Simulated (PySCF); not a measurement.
HS2, SMILES S[S] (connectivity only; charge and spin as stated), charge -1, multiplicity 1.

Geometry: B3LYP-D3(BJ)/def2-TZVPD. The spin state was assumed, not searched. The isomer is the one that the SMILES or the coordinates give; other isomers of the formula were not compared.

All values below come from PBE/def2-TZVPD run with PySCF.

 A positive occupied level means that this level leaves the electron formally unbound; only the finite basis holds it.

```
Property                                                          Result
------------------------------------------------  ----------------------
total energy                                          -796.71751 hartree
point group                                                           Cs
highest occupied level                                           1.12 eV
lowest empty level                                               2.95 eV
orbital gap                                                      1.83 eV
dipole moment about the centre of nuclear charge                  2.45 D
mean static polarisability                         76.3 bohr³ (11.30 Å³)
polarisability, principal values                  62.9, 72.8, 93.0 bohr³
```
